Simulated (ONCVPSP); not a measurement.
Configuration tests for Sc (ONCV)

```json
{
  "Element": "scandium",
  "Generator": "ONCVPSP 4.0.1",
  "Type": "optimised norm-conserving Vanderbilt (ONCV)",
  "Functional": "PBE",
  "Relativity": "scalar-relativistic",
  "Frozen core": "[Ne] 3s2",
  "Valence charge": "9",
  "Reference configuration": "3p6 3d1 4s2",
  "Partial waves": "4s: rc 3.05 bohr, ncon 4, nbas 8, qcut 1.8 1/bohr, 2 projectors, debl 2.2 Ha; 3p: rc 1.46 bohr, ncon 3, nbas 7, qcut 10.4 1/bohr, 1 projector; 3d: rc 1.35 bohr, ncon 4, nbas 7, qcut 8.5 1/bohr, 3 projectors, debl 4 Ha",
  "Local potential": "polynomial inside 0.90 bohr (lpopt 5, dvloc0 -1 Ha)",
  "Core correction": "Teter function, fcfact 2.75, rcfact 1.5"
}
```

Energies are relative to the spin-unpolarised reference configuration 3p6 3d1 4s2; without spin polarisation the order of configurations can differ from experiment. Not all tests gave a result: 1 of 4 tests not solved or not reliable.

```csv
valence configuration,charge,ΔE all-electron (eV),error AE − PS (meV)
3p6 3d1 4s1,+1,6.897,-0.7
3p6 3d1 4s0,+2,19.665,+13
3p5 3d1 4s2,+1,40.177,-91
```

Note: ghosts flagged at negative energy: s at -92.5 eV; GHOST(+) flagged for s at 82.2 eV. A true bound ghost makes a file unfit for plane-wave use.
